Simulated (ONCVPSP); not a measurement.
# Transferability test, ONCV potential for C (Z = 6)

ONCVPSP 4.0.1 input, shortened (lines: element, Z, core and valence counts, functional; n l f; lmax; l rc ep ncon nbas qcut; lloc lpopt rc5 dvloc0; l nproj debl; icmod fcfact rcfact), PBE, fully relativistic:

```
  C 6.00    1    2        4      upf
    1    0    2.00
    2    0    2.00
    2    1    1.00
    2
    0    0.85    0.00    4    7    7.20
    1    2.15    0.00    4    8    7.00
    2    2.05    0.38    4    8    4.10
    0    5    0.85    0.00
    0    0    3.90
    1    1    2.00
    2    3    3.50
    1    0.25    0.00
```

Open shells are filled in proportion to 2j + 1.

Energies are relative to the spin-unpolarised reference configuration 2s2 2p1; without spin polarisation the order of configurations can differ from experiment.

| valence configuration | charge | ΔE all-electron (eV) | error AE − PS (meV) |
| --- | --- | --- | --- |
| 2s2 2p2 | 0 | -10.861 | +30 |
| 2s1 2p0 | +3 | 72.350 | +414 |

(1) What are ΔE and the potential's error for 2s2 2p0?

(2) What are ΔE and the potential's error for 2s1 2p3?

Answers

(1) ΔE = 24.156 eV all-electron; the error (AE − PS) is +150 meV.

(2) ΔE = -2.383 eV all-electron; the error (AE − PS) is +76 meV.
